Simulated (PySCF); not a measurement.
1-chloro-1-fluorocyclobutane (C4H6ClF), SMILES FC1(Cl)CCC1. Geometry optimised at PBE-D3(BJ)/def2-SVP.

Computed equilibrium geometry at PBE-D3(BJ)/def2-SVP (PySCF confirms it by a frequency run) as Cartesian coordinates in Å, and its point group:
point group Cs.
```xyz
12

F      1.6956     0.5246     0.0000
C      0.4155     0.0592     0.0000
Cl    -0.7080     1.4876     0.0000
C      0.0355    -0.9600    -1.0892
C     -0.7594    -1.7315     0.0000
C      0.0355    -0.9600     1.0892
H      0.9500    -1.5046    -1.4000
H     -0.4938    -0.5792    -1.9822
H     -0.6690    -2.8339     0.0000
H     -1.8307    -1.4543     0.0000
H     -0.4938    -0.5792     1.9822
H      0.9500    -1.5046     1.4000
```
